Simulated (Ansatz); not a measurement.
`FC/C=N\[SiH3]` + `[SiH3]C#CS` → `[SiH3]C#CS[SiH3]` + `N=CCF`  (ligand exchange at the Si–N bond)

Calculated with Ansatz (gas phase, PBE0-D4/def2-TZVP geometries, no zero-point term in ΔE). CCSD(T)/CBS is the MP2 limit (def2-TZVPP, def2-QZVPP) plus CCSD(T) − MP2 in def2-TZVPP, frozen cores. DFT in def2-TZVPP. B3LYP here is the variant with VWN-RPA as its local correlation; programs differ in this. One conformer a species, not always the lowest.

(1) Is it downhill or uphill in electronic energy at CCSD(T)/CBS, and by how much? (Estimate.)

(2) What do these levels give: PBE-D4, B3LYP-D4, ωB97X-V, B2PLYP, HF/def2-QZVPP, MP2/def2-QZVPP? (An estimate is asked.)

Largest T1 diagnostic among the species: 0.013.

Results:

(1) The calculation gave: Downhill: ΔE = -8.9 kcal/mol.

(2) Computed: PBE-D4 -9.6, B3LYP-D4 -7.6, ωB97X-V -8.1, B2PLYP -7.9, HF/def2-QZVPP -6.5, MP2/def2-QZVPP -9.3 kcal/mol.

In def2-TZVPP, CCSD(T) changes the Hartree–Fock value by −2.1 kcal/mol (the triples alone add −0.4 kcal/mol) and MP2 by −2.6 kcal/mol.
